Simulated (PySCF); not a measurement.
Al(OH)2(OEt), C2H7AlO3, SMILES C(C)[O][Al]([OH])[OH], PBE0/def2-SVP optimised geometry. Atoms within 1.6 Å of the plane z = 0.0 Å (x, y, z in Å): Al1 (-0.21, 0.93, 0.00), O2 (-1.06, 2.40, 0.00), H3 (-2.01, 2.46, 0.01), O4 (1.48, 0.93, 0.00), H5 (2.01, 1.73, 0.00), O6 (-1.07, -0.53, 0.00), C7 (-0.75, -1.89, 0.13), C8 (0.06, -2.18, 1.37), H9 (-1.70, -2.46, 0.15), H10 (-0.20, -2.24, -0.76), H12 (0.27, -3.26, 1.47), H13 (1.02, -1.65, 1.35).

Calculation: PBE0/def2-TZVP run with PySCF. Cells within 0.4 Å of a nucleus heavier than hydrogen are left out (blank, or x).

Map of the Laplacian of the electron density (e/bohr⁵), clipped to [-1.50, 1.50] on the plane z = 0.0 Å:

```
|555555555555555555555555555|
|555555555555555555555555555|
|555555555555555555555555555|
|555555555555555555555555555|
|555555555666555555555555555|
|5555555554x5655555555555555|
|555555500xxx655555555555555|
|5555555553x3655555555555555|
|555555555655665556305555555|
|555555555559997564145555555|
|555555555559xx950xx65555555|
|555555555559xx964xx65555555|
|555555555557996566665555555|
|555555556655555555555555555|
|555555556xx0655555555555555|
|555555556xx0655555555555555|
|555555556625655555555555555|
|555555555643555555555555555|
|5555555555xx555555555555555|
|5555555543xx355555555555555|
|555555550245555555555555555|
|555555555555555555555555555|
|555555555555555555555555555|
|555555555555555555555555555|
|555555555555555555555555555|
|555555555555555555555555555|
|555555555555555555555555555|
```
Scale: ten equal steps from -1.50 (start of '0') to 1.50 (end of '9'), in the order '0123456789'; x runs from -4.50 to 4.50, y from -4.50 (bottom) to 4.50 (top).
